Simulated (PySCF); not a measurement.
## Levels of Eu³⁴⁺ from EOM-EA-GCCSD

Reference: closed-shell Eu³⁵⁺, [Ar] 3d10; one electron is added. Calculated with PySCF 2.14, two-component X2C-1e with screened spin-orbit coupling, an even-tempered Gaussian basis (18 s from 2.2 bohr⁻², ratio 2.6; 15 p from 2.9 bohr⁻², ratio 2.6; 10 d from 2.9 bohr⁻², ratio 2.6; 6 f from 3 bohr⁻², ratio 2.8); frozen [Ar]; the 98 highest virtual spinors dropped; of the others 70 kept and the rest restored at second order. No Breit or QED terms. Binding energies in eV.

```tsv
level	Koopmans	second order	EOM-CCSD
4s1/2	1454.2	1455.5	1455.5
4p1/2	1381.2	1382.5	1382.5
4p3/2	1337.0	1338.2	1338.1
```

Electric-dipole lines between these computed levels:

```json
{"lower": "4s1/2", "upper": "4p1/2", "ΔE (eV)": "72.983", "vacuum wavelength (nm)": "16.99"}
{"lower": "4s1/2", "upper": "4p3/2", "ΔE (eV)": "117.35", "vacuum wavelength (nm)": "10.57"}
```

For comparison, the ionisation energy of Eu³⁴⁺ is 1456.06 ± 0.25 eV (semi-empirical (NIST evaluation); NIST Atomic Spectra Database, ionization energies).
